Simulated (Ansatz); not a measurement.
A nudged elastic band was laid between two geometries of Al2ClH3N (7 atoms, charge -1, multiplicity 1).

These are results of UKS PBE/def2-SVP in Ansatz, not measurements.

* movable images: 7
* climbing image: yes
* spring: 5.0 eV/Å²
* optimiser: quadratic models (default)
* start path: through a guess of the saddle point
* force threshold: 0.05 eV/Å
* iteration limit: 60
* end points: relaxed

Initial state:

```xyz
7
Properties=species:S:1:pos:R:3
N -2.329 0.602 0.193
Al -0.910 -0.201 -0.454
Al 1.565 -0.085 0.270
Cl -1.178 -1.534 -2.194
H -2.116 1.202 1.013
H 2.068 0.792 1.565
H 2.900 -0.775 -0.394
```

Final state:

```xyz
7
Properties=species:S:1:pos:R:3
N -0.640 0.516 0.036
Al -0.664 -1.090 -0.798
Al 1.152 0.165 0.492
Cl -2.584 -1.676 -1.768
H -1.221 1.335 0.254
H 1.574 -0.210 2.033
H 2.383 0.959 -0.248
```

Problem. Which bonds break or form, and what moves?

Solution. Bonds formed: N1–Al3.

Problem. Give the energies along the band, and the barrier.

Solution. The run converged. The highest image is number 0 of 0 to 8, 0.000 eV above the first end and 1.662 eV above the last; the last end lies 1.662 eV below the first. The highest image is an end point: on this band no image between the ends rises above it. Limits of this set-up: an anion without diffuse functions.

| image | path coordinate (Å) | energy (eV) | N1–Al3 (Å) |
| --- | --- | --- | --- |
| 0 | 0.00 | 0.000 | 3.96 |
| 1 | 0.13 | 0.000 | 3.95 |
| 2 | 0.74 | -0.006 | 3.89 |
| 3 | 1.36 | -0.015 | 3.77 |
| 4 | 1.97 | -0.029 | 3.47 |
| 5 | 2.58 | -0.238 | 2.83 |
| 6 | 3.20 | -1.037 | 2.20 |
| 7 | 3.81 | -1.554 | 1.94 |
| 8 | 4.43 | -1.662 | 1.88 |

Run time: 3.8 min on 2 threads of Intel(R) Xeon(R) Platinum 8488C (Sapphire Rapids), on a shared host, peak memory 0.18 GiB.
